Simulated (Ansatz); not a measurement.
**One elementary step**

Start structure (SnH5ClO, singlet), relaxed at PBE0-D4/def2-TZVP:

Sn1  (-0.241, 0.632, -1.045)
Cl2  (1.270, -1.177, -1.100)
H3  (-1.775, 0.001, -0.704)
H4  (0.369, 1.764, 0.063)
H5  (-0.147, 1.234, -2.641)
H6  (0.394, -1.358, 1.275)
O7  (-0.196, -0.739, 1.720)
H8  (0.327, -0.358, 2.430)
(Å)

The step: SnH₃Cl ([Cl][SnH3]) + H₂O → SnH₄O ([OH][SnH3]) + HCl; bonds formed: Sn1–O7, Cl2–H6; bonds broken: Sn1–Cl2, H6–O7. Ansatz 0.2.0; basis: def2-TZVPP and def2-QZVPP; cores frozen in the correlated methods. Filled d shells of the heavier atoms are correlated. Core potentials replace the inner electrons of the atoms past krypton. The def2 sets are not built for correlating such inner shells, so the correlated values are less sure here. Extrapolation: Hartree–Fock as exp(−7.88 √X), correlation as X^−2.97. Energies below are by CCSD(T) at an estimated basis limit (MP2 extrapolated from triple and quadruple zeta, plus CCSD(T) − MP2 in triple zeta).

Task: What are the electronic barrier and the energy of the step, from the start structure to the end structure? (An estimate is asked for; the value comes from the calculation.)

Result: Computed: Barrier 87.7 kJ/mol; step energy 67.9 kJ/mol (uphill); reverse barrier, their difference, 19.8 kJ/mol. Barrier and step energy count from the start structure, the reverse barrier from the end structure.

The saddle point: One imaginary mode of 189i cm⁻¹.
```csv
pair,start (Å),saddle (Å),end (Å)
Sn1–O7,3.09,2.09,2.00
Cl2–H6,2.54,1.60,1.33
Sn1–Cl2,2.36,3.08,4.09
H6–O7,0.96,1.16,1.65
```

Zero-point energy (harmonic, PBE0-D4): ZPE is 119.2 kJ/mol at the start and 111.6 kJ/mol at the saddle, so the barrier goes from 87.7 to 80.1 kJ/mol.

No T1 diagnostic of these runs exceeds 0.013.

The step is the kind of ligand exchange by which a precursor binds to a hydroxyl group, or is hydrolysed, in atomic layer deposition of oxides.

Labels in which every atom is bracketed show which atoms are joined, not bond orders.

For scale, one of the runs: CCSD(T)/def2-TZVPP, 193 basis functions, launched by `ansatz run in.yaml --threads 4 --pin off --events-out ev --progress --plain --max-ram 9574MiB`. Time: 77 s of wall clock on 4 CPU threads of an Intel Xeon; the host was shared. Peak host memory: 2.4 GiB.
